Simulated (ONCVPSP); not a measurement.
Before and after: ONCV potential for He

He (Z = 2), optimised norm-conserving Vanderbilt (ONCV), made with ONCVPSP 4.0.1 (PBE, scalar-relativistic). Core none, reference 1s2. Waves: 1s: rc 0.55 bohr, ncon 4, nbas 8, qcut 11.5 1/bohr, 2 projectors, debl 2.1 Ha; p scattering state at 0.33 Ha: rc 0.45 bohr, ncon 4, nbas 7, qcut 15.7 1/bohr, 2 projectors, debl 1.1 Ha. Local part: polynomial inside 0.30 bohr (lpopt 3, dvloc0 4 Ha). Core correction: none.

Change: s: rc 0.8.

Cutoffs: the cutoffs (Ha) at which the residual kinetic energy of the hardest occupied pseudo-wave falls to 1 and 0.1 mHa per electron; they do not see the model core or the augmentation charge, which bear on the density cutoff. Errors are all-electron minus pseudo energies relative to the spin-unpolarised reference configuration.

Task: What does the change do?

Result: The potential gets softer (74 Ha and 480 Ha → 48 Ha and 61 Ha); a bound ghost appears in s, which as a rule spoils a file. A larger radius leaves more room for a smooth pseudo-wave, so fewer plane waves are needed.

| quantity | base | changed |
| --- | --- | --- |
| cutoff, loose | 74 Ha | 48 Ha |
| cutoff, tight | 480 Ha | 61 Ha |
| bound ghosts | none | s |
| GHOST(+) flags under 300 eV | none | none |
| error for 1s1, meV [ΔE 26.96 eV] | +8.3 | +28 |
| error for 1s1.5, meV [ΔE 10.55 eV] | +1.0 | +4.5 |
| p: phases at 0.46 bohr within 0.05 rad from the reference energy up to (Ha; the scan ends near 5) | to the end of the scan | to the end of the scan |

 A true bound ghost makes a file unfit for plane-wave use even where its test errors are small: the radial tests pick states by their node count and pass the ghost by.
